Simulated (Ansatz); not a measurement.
C$_{3}$H$_{6}$AlBr (`C/C=[C](\[AlH2])Br`), charge 0, multiplicity 1.

Task: Give a relaxed structure at PBE0-D4/def2-TZVP (Ansatz 0.2.0). (Estimate.)

Result: The calculation gave: 
Cartesian coordinates in Å:
```
C 0.4061 -1.5360 -0.1698
C -0.3834 -0.6580 0.7389
C -0.5274 0.6604 0.5869
Al 0.1905 1.8431 -0.7838
Br -1.5994 1.5764 1.8975
H -0.2328 -2.3189 -0.5906
H 1.1975 -2.0460 0.3888
H 0.8637 -0.9842 -0.9915
H -0.8654 -1.1581 1.5788
H -0.1460 3.3842 -0.7183
H 1.0968 1.2372 -1.9371
```
Point group Cs.
This is one stationary point; other conformers may exist.
